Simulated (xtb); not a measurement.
CH3Cl3Si, triplet, at the geometry of the source list (a higher spin typed on purpose: for a closed-shell molecule this is an excited state); GFN2-xTB run with xtb.

Input for xtb:
```
$ xtb mol.xyz --gfn 2 --uhf 2 --grad --json

# file mol.xyz
8

C     -1.04170000    -0.20300000     0.03620000
Si     0.82190000     0.16020000    -0.02860000
Cl     1.70540000    -1.00140000    -1.42920000
Cl     1.13270000     2.10330000    -0.49670000
Cl     1.66510000    -0.22430000     1.76940000
H     -1.23160000    -1.24300000     0.28650000
H     -1.53670000     0.41110000     0.78330000
H     -1.51520000    -0.00290000    -0.92090000
```

Q: Predict the main parts of the log of this xtb run.

A: 
```
   ID    Z sym.   atoms
    1    6 C      1
    2   14 Si     2
    3   17 Cl     3-5
    4    1 H      6-8

           -------------------------------------------------
          |                Calculation Setup                |
           -------------------------------------------------

           -------------------------------------------------
          |                 G F N 2 - x T B                 |
           -------------------------------------------------

          ...................................................
          :                      SETUP                      :
          :.................................................:
          :  # basis functions                  47          :
          :  # atomic orbitals                  43          :
          :  # shells                           17          :
          :  # electrons                        32          :
          :  max. iterations                   250          :
          :  Hamiltonian                  GFN2-xTB          :
          :  restarted?                      false          :
          :  GBSA solvation                  false          :
          :  PC potential                    false          :
          :  electronic temp.          300.0000000     K    :
          :  accuracy                    1.0000000          :
          :  -> integral cutoff          0.2500000E+02      :
          :  -> integral neglect         0.1000000E-07      :
          :  -> SCF convergence          0.1000000E-05 Eh   :
          :  -> wf. convergence          0.1000000E-03 e    :
          :  Broyden damping             0.4000000          :
          :  net charge                          0          :
          :  unpaired electrons                  2          :
          ...................................................

 iter      E             dE          RMSdq      gap      omega  full diag
   1    -18.9359487 -0.189359E+02  0.612E+00    0.00       0.0  T
   2    -18.9366083 -0.659610E-03  0.498E+00    0.00       1.0  T
   3    -18.9745635 -0.379551E-01  0.334E+00    0.00       1.0  T
   4    -18.9925139 -0.179504E-01  0.140E+00    0.00       1.0  T
   5    -18.9921448  0.369106E-03  0.993E-01    0.00       1.0  T
   6    -18.9915561  0.588654E-03  0.790E-01    0.00       1.0  T
   7    -18.9930960 -0.153983E-02  0.364E-01    0.01       1.0  T
   8    -18.9932546 -0.158675E-03  0.339E-01    0.01       1.0  T
[...]
         :: total energy             -18.909501460283 Eh    ::
[...]
     2  14 Si       3.287     0.370   126.433    22.933
     3  17 Cl       0.813    -0.146   103.629    15.573
     4  17 Cl       0.813    -0.146   103.628    15.573
     5  17 Cl       0.813    -0.146   103.630    15.573
     6   1 H        0.925     0.068     2.103     2.268
     7   1 H        0.925     0.068     2.103     2.268
     8   1 H        0.925     0.068     2.103     2.268

 Mol. C6AA /au·bohr⁶  :       2564.407172
 Mol. C8AA /au·bohr⁸  :     109522.371685
 Mol. α(0) /au        :         83.415336

Wiberg/Mayer (AO) data.
largest (>0.10) Wiberg bond orders for each atom

 ---------------------------------------------------------------------------
     #   Z sym  total        # sym  WBO       # sym  WBO       # sym  WBO
 ---------------------------------------------------------------------------
     1   6 C    3.831 --     8 H    0.989     7 H    0.989     6 H    0.989
                             2 Si   0.630
     2  14 Si   3.345 --     4 Cl   0.912     3 Cl   0.911     5 Cl   0.911
                             1 C    0.630
     3  17 Cl   1.226 --     2 Si   0.911     4 Cl   0.116     5 Cl   0.116
     4  17 Cl   1.227 --     2 Si   0.912     3 Cl   0.116     5 Cl   0.116
     5  17 Cl   1.226 --     2 Si   0.911     4 Cl   0.116     3 Cl   0.116
     6   1 H    0.990 --     1 C    0.989
     7   1 H    0.990 --     1 C    0.989
     8   1 H    0.990 --     1 C    0.989
 ---------------------------------------------------------------------------

Topologies differ in total number of bonds
Writing topology from bond orders to xtbtopo.mol

molecular dipole:
                 x           y           z       tot (Debye)
 q only:       -0.956      -0.186       0.033
   full:       -0.783      -0.152       0.027       2.028
molecular quadrupole (traceless):
                xx          xy          yy          xz          yz          zz
 q only:        0.676       0.202      -0.319      -0.036      -0.007      -0.357
  q+dip:        2.062       0.616      -0.972      -0.110      -0.022      -1.091
   full:        3.924       1.171      -1.852      -0.209      -0.041      -2.072

           -------------------------------------------------
          | TOTAL ENERGY              -18.909501460283 Eh   |
          | GRADIENT NORM               0.083114830541 Eh/α |
          | HOMO-LUMO GAP               0.000138423681 eV   |
           -------------------------------------------------

normal termination of xtb
```
